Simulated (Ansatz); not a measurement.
Consider the cleavage of the Ge–Ge bond: `[GeH3][GeH2][GeH2][GeH2][GeH2][GeH3]` + `O[SiH](F)F` → `F[SiH](F)[O][GeH3]` + `[GeH3][GeH2][GeH2][GeH2][GeH3]`.

Calculated with Ansatz (gas phase, PBE0-D4/def2-TZVP geometries, no zero-point term in ΔE). CCSD(T)/CBS is the MP2 limit (def2-TZVPP, def2-QZVPP) plus CCSD(T) − MP2 in def2-TZVPP, frozen cores. DFT in def2-TZVPP. B3LYP here is the variant with VWN-RPA as its local correlation; programs differ in this. For Ge outer-core shells are correlated without core-valence functions, which leaves a few kJ/mol of doubt a bond. Scalar relativity is left out up to krypton. Each species was taken in one conformer, which may not be the lowest.

```json
{"level": "BLYP-D4", "ΔE (kJ/mol)": "2.1"}
{"level": "B3LYP-D4", "ΔE (kJ/mol)": "0.3"}
{"level": "CCSD/def2-SVP", "ΔE (kJ/mol)": "-15.1"}
{"level": "HF/def2-TZVPP", "ΔE (kJ/mol)": "-33.4"}
```

(1) What does CCSD(T)/CBS give? (An estimate is asked.)

Largest T1 diagnostic among the species: 0.012.

Results:

(1) Ansatz gave: +3.1 kJ/mol. The listed levels differ from it by -1.0, -2.8, -18.2, -36.5 kJ/mol.

The D4 term adds +8.8 kJ/mol with B3LYP and +5.4 kJ/mol with PBE0; it sums over pairs of atoms, weighted by their polarisabilities, and B3LYP, whose exchange is more repulsive, gets the larger term. From BLYP to BHLYP (50 % exact exchange), in def2-TZVPP and without D4, ΔE moves by −7.2 kJ/mol.
